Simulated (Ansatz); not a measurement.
The same group exchange along the group B, Al, In.

Calculated with Ansatz (gas phase, PBE0-D4/def2-TZVP geometries, no zero-point term in ΔE). CCSD(T)/CBS adds triple-zeta CCSD(T) − MP2 to the extrapolated MP2 energy (def2 sets, frozen cores). This one scheme is used for every species. DFT in def2-TZVPP. Elements past krypton have def2 core potentials. For In outer-core shells are correlated without core-valence functions, which leaves a few kJ/mol of doubt a bond. Each species was taken in one conformer, which may not be the lowest.

| reaction | ωB97M-V (eV) | CCSD(T)/CBS(def2) (eV) |
| --- | --- | --- |
| `CNB(Cl)Cl` + CH₄ → `CNB(C)Cl` + HCl | 0.80 | 0.79 |
| `C[NH][Al]([Cl])[Cl]` + CH₄ → `C[NH][Al]([CH3])[Cl]` + HCl | 1.66 | 1.68 |
| `C[NH][In]([Cl])[Cl]` + CH₄ → `C[NH][In]([CH3])[Cl]` + HCl | 1.30 | 1.28 |

Largest T1 diagnostic: 0.013, for `C[NH][In]([Cl])[Cl]`.
